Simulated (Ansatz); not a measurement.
Compare A (`CO[SiH](C)S`) with its isomer B (`C[SiH](S)CO`).

Calculated with Ansatz (gas phase, PBE0-D4/def2-TZVP geometries, no zero-point term in ΔE). CCSD(T)/CBS is the MP2 limit (def2-TZVPP, def2-QZVPP) plus CCSD(T) − MP2 in def2-TZVPP, frozen cores. DFT in def2-TZVPP. B3LYP here is the variant with VWN-RPA as its local correlation; programs differ in this. One conformer a species, not always the lowest.

Task: Which is lower in electronic energy at CCSD(T)/CBS, and by how much? (Best estimate.)

Result: Ansatz gave: A, by 115.4 kJ/mol.

Task: Give E(B) − E(A) in kJ/mol with PBE0-D4, CCSD/def2-TZVPP, B2PLYP, B3LYP, PBE-D4, MP2/def2-TZVPP, ωB97M-V. (An estimate is asked.)

Result: Computed: PBE0-D4 106.0, CCSD/def2-TZVPP 118.4, B2PLYP 119.2, B3LYP 117.5, PBE-D4 100.3, MP2/def2-TZVPP 117.9, ωB97M-V 113.4. None reverses the order clearly.

Largest T1 diagnostic: 0.011.

From PBE to PBE0 (25 % exact exchange), in def2-TZVPP and without D4, E(B) − E(A) moves by +5.6 kJ/mol. In def2-TZVPP, CCSD(T) changes the Hartree–Fock value by −20.4 kJ/mol (the triples alone add −2.8 kJ/mol) and MP2 by −18.0 kJ/mol.
